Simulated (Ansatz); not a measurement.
Cartesian coordinates (Å):
SMILES: [I]
```xyz
1

I      0.0000     0.0000     0.0000
```
Charge 0, spin multiplicity 2.

These are frozen-core CCSD(T)/def2-TZVPP (Ansatz, an electronic-structure program) values and carry that method's errors.

```
Item                            Value
----------------------  -------------
HF energy               -296.65857 Ha
MP2 correlation energy    -0.46709 Ha
```

Estimate the CCSD correlation energy, the (T) correction, the total energy and the T1 diagnostic.


| Item | Result |
|---|---|
| CCSD correlation energy | -0.44598 Ha |
| (T) correction | -0.00715 Ha |
| CCSD(T) total energy | -297.11169 Ha |
| T1 diagnostic | 0.007 |
